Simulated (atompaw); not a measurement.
## What one change does to a pseudopotential (Te, PAW (atompaw))

Te (Z = 52), PAW, made with atompaw 4.2.0.5 (LDA (PW92), non-relativistic). Core [Kr] 4d10, reference 5s1.5 5p4.5. Waves: 5s (bound); 5s channel at 0.8 Ry; 5p (bound); 5p channel at 1.95 Ry; 5d channel at -0.1 Ry. Local part: troulliermartins scheme with l = 3 at -0.5 Ry, radius 2.05 bohr. Core correction: smooth core density matched at 1.30 bohr. Augmentation charge: gaussian compensation charge, radius 2.15 bohr; PAW radius 2.20 bohr; waves and projectors: bloechl.

Change: local potential troulliermartins scheme with l = 3 at -0.5 Ry, radius 2.14 bohr.

Cutoffs: the cutoffs (Ry, on a coarse ladder) from which the occupation-weighted sum of valence levels, in a spherical-Bessel basis at the reference potential, stays within 10 and 1 mRy of its value at 400 Ry; they do not see the model core or the augmentation charge, which bear on the density cutoff.

Problem. What does the change do?

Solution. The potential gets softer (45 Ry and 50 Ry → 30 Ry and 45 Ry); both files keep a bound ghost (p, s).

```tsv
quantity	base	changed
cutoff, loose	45 Ry	30 Ry
cutoff, tight	50 Ry	45 Ry
loose cutoff by channel (10 mRy a level)	s 30 Ry, p 45 Ry	s 30 Ry, p 6 Ry
bound ghosts	s, p	s, p
s: phases at 2.22 bohr within 0.05 rad from the reference energy up to (Ry; the scan ends near 5)	to the end of the scan	to the end of the scan
p: phases at 2.22 bohr within 0.05 rad from the reference energy up to (Ry; the scan ends near 5)	to the end of the scan	to the end of the scan
d: phases at 2.22 bohr within 0.05 rad from the reference energy up to (Ry; the scan ends near 5)	0.4	0.5
lowest overlap eigenvalue by channel	s 0.01, p 0.02, d 1.00	s 0.01, p 0.02, d 1.00
```

 A true bound ghost makes a file unfit for plane-wave use even where its test errors are small: the radial tests pick states by their node count and pass the ghost by. The cutoffs see the waves, projectors and local potential, not the compensation charge or the core.
